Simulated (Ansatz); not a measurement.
Geometry optimisation, RKS r2SCAN-D4/def2-SVP (Ansatz 0.2.0).

input.yaml

```yaml
crystal:
  periodic: [false, false, false]
  atoms:
    - { symbol: C, position_ang: [-0.559, 0.7715, -0.4987] }
    - { symbol: In, position_ang: [0.0025, -0.5303, 1.0717] }
    - { symbol: C, position_ang: [1.237, -1.1393, 0.283] }
    - { symbol: "N", position_ang: [1.793, -1.97707, -0.46847] }
    - { symbol: H, position_ang: [-0.0199, 1.4368, -1.231] }
    - { symbol: H, position_ang: [-0.964, 1.4568, 0.333] }
    - { symbol: H, position_ang: [-1.4514, 0.3822, -1.0376] }
    - { symbol: H, position_ang: [-0.5894, -1.2673, 1.1107] }
basis:
  gaussian: { orbitals: def2-SVP }
hamiltonian:
  xc: r2scan
  dispersion: d4
relax:
  f_tol: 0.015
  max_steps: 40
output:
  orbitals: {}
```

Run as:

```bash
$ ansatz run input.yaml --threads 2 --pin off --max-ram 3072MiB --backend cpu --events-out ev --progress --plain --runs-dir out
```

Task: Where does it end, and by what steps?

Result: The run converged. The force dipped under the threshold on the way, but the program's further checks kept it going. After 26 steps the energy has fallen by 20.792 eV; H8 moved furthest, 1.08 Å. The start is strongly strained (largest force component 55 eV/Å).

```json
{"step": "0", "energy less start (eV)": "0.0000", "largest force component (eV/Å)": "55.476", "accepted": "yes"}
{"step": "1", "energy less start (eV)": "-13.7404", "largest force component (eV/Å)": "14.737", "accepted": "yes"}
{"step": "2", "energy less start (eV)": "-18.0266", "largest force component (eV/Å)": "4.539", "accepted": "yes"}
{"step": "3", "energy less start (eV)": "-19.6340", "largest force component (eV/Å)": "1.834", "accepted": "yes"}
{"step": "4", "energy less start (eV)": "-20.3203", "largest force component (eV/Å)": "0.893", "accepted": "yes"}
{"step": "5", "energy less start (eV)": "-20.5705", "largest force component (eV/Å)": "0.997", "accepted": "yes"}
{"step": "6", "energy less start (eV)": "-20.6674", "largest force component (eV/Å)": "0.497", "accepted": "yes"}
{"step": "7", "energy less start (eV)": "-20.7383", "largest force component (eV/Å)": "1.645", "accepted": "yes"}
{"step": "8", "energy less start (eV)": "-20.7592", "largest force component (eV/Å)": "0.606", "accepted": "yes"}
{"step": "9", "energy less start (eV)": "-20.7771", "largest force component (eV/Å)": "0.325", "accepted": "yes"}
{"step": "10", "energy less start (eV)": "-20.7889", "largest force component (eV/Å)": "0.032", "accepted": "yes"}
{"step": "11", "energy less start (eV)": "-20.7898", "largest force component (eV/Å)": "0.062", "accepted": "yes"}
{"step": "12", "energy less start (eV)": "-20.7901", "largest force component (eV/Å)": "0.029", "accepted": "yes"}
{"step": "13", "energy less start (eV)": "-20.7904", "largest force component (eV/Å)": "0.006", "accepted": "yes"}
{"step": "14", "energy less start (eV)": "-20.7905", "largest force component (eV/Å)": "0.020", "accepted": "yes"}
{"step": "15", "energy less start (eV)": "-20.7905", "largest force component (eV/Å)": "0.067", "accepted": "no"}
{"step": "16", "energy less start (eV)": "-20.7907", "largest force component (eV/Å)": "0.019", "accepted": "yes"}
{"step": "17", "energy less start (eV)": "-20.7896", "largest force component (eV/Å)": "0.171", "accepted": "no"}
{"step": "18", "energy less start (eV)": "-20.7895", "largest force component (eV/Å)": "0.088", "accepted": "no"}
{"step": "19", "energy less start (eV)": "-20.7908", "largest force component (eV/Å)": "0.007", "accepted": "yes"}
{"step": "20", "energy less start (eV)": "-20.7911", "largest force component (eV/Å)": "0.025", "accepted": "yes"}
{"step": "21", "energy less start (eV)": "-20.7910", "largest force component (eV/Å)": "0.083", "accepted": "no"}
{"step": "22", "energy less start (eV)": "-20.7913", "largest force component (eV/Å)": "0.009", "accepted": "yes"}
{"step": "23", "energy less start (eV)": "-20.7914", "largest force component (eV/Å)": "0.022", "accepted": "yes"}
{"step": "24", "energy less start (eV)": "-20.7914", "largest force component (eV/Å)": "0.076", "accepted": "yes"}
{"step": "25", "energy less start (eV)": "-20.7916", "largest force component (eV/Å)": "0.030", "accepted": "yes"}
{"step": "26", "energy less start (eV)": "-20.7917", "largest force component (eV/Å)": "0.003", "accepted": "yes"}
```

```xyz
8
Properties=species:S:1:pos:R:3
C -0.801 1.046 -0.473
In -0.197 -0.638 0.714
C 1.486 -1.693 -0.143
N 2.397 -2.247 -0.621
H 0.080 1.673 -0.679
H -1.576 1.646 0.023
H -1.186 0.678 -1.437
H -0.754 -1.331 2.179
```

Whether the end is a true minimum wasn't checked by a vibrational analysis.

Run time: 22 s on 2 threads of AMD EPYC 9R45 96-Core Processor (Zen 5), with other jobs on the host, peak memory 0.17 GiB.
